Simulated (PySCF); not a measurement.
# Gas-phase XPS of `FB(F)[SiH2][CH2][GeH3]`, computed

CH7BF2GeSi.
Bonds: F1–B2, B2–F3, B2–Si4, Si4–C5, C5–Ge6. Hydrogens: H7, H8 on Si4; H9, H10 on C5; H11, H12, H13 on Ge6.

Computed with delta-SCF UKS SCAN, pcX-2 on the ionised atom, pcseg-1 elsewhere, spin-free X2C (PySCF 2.14.0). Each binding energy is the total energy of the core-ionised species, with the hole localised on one atom, minus that of the ground state; both are solved self-consistently, so orbital relaxation is included.

Question: Give the core binding energies atom by atom.

Answer: 
| atom(s) | environment | level | binding energy (eV) | 2p1/2 (eV) | count |
| --- | --- | --- | --- | --- | --- |
| F1/F3 | boron-bound fluorine | F 1s | 693.46 | – | 2 |
| B2 | three-coordinate boron | B 1s | 199.28 | – | 1 |
| Si4 | SiH2 silicon | Si 2p3/2 | 106.66 | 107.28 | 1 |
| Si4 | SiH2 silicon | Si 1s | 1846.39 | – | 1 |
| C5 | sp3 carbon bound to silicon | C 1s | 290.15 | – | 1 |

Question: Which effective nuclear charge Zeff reproduces each element's mean 1s value in the hydrogen-like formula E = 13.606 eV × Zeff²?

Answer: B (Z = 5): mean 199.3 eV, Zeff = 3.83, Z − Zeff = 1.17; C (Z = 6): mean 290.2 eV, Zeff = 4.62, Z − Zeff = 1.38; F (Z = 9): mean 693.5 eV, Zeff = 7.14, Z − Zeff = 1.86; Si (Z = 14): mean 1846.4 eV, Zeff = 11.65, Z − Zeff = 2.35. Means run over the listed sites, weighted by atom count.

Question: Which photon wavelength matches the B 1s of B2 threshold?

Answer: λ = hc/E = 12398.42 eV Å / 199.28 eV = 62.216 Å.

One atom of each set of topologically equivalent atoms was ionised and stands for the set; in this conformer not all members are related by symmetry, and their own values weren't computed. Spin–orbit coupling isn't in the SCF: each 2p doublet comes from a relaxed spin-free hole plus a matrix of the shell (mean-field spin–orbit coupling and the ground-state 2p splitting), with 2p3/2 averaged over its two sublevels. 2p1/2 minus 2p3/2 (ligand field included): Si 0.62 eV. No level of germanium is listed. The structure is a single PBE0-D3(BJ)/def2-SVP conformer in the gas phase; no vibrational or solvent corrections.

Shape of the structure used: `[F:1][B:2]([F:3])[SiH2:4][CH2:5][GeH3:6]`: F1–B2–Si4–C5 30°, B2–Si4–C5–Ge6 -53°.
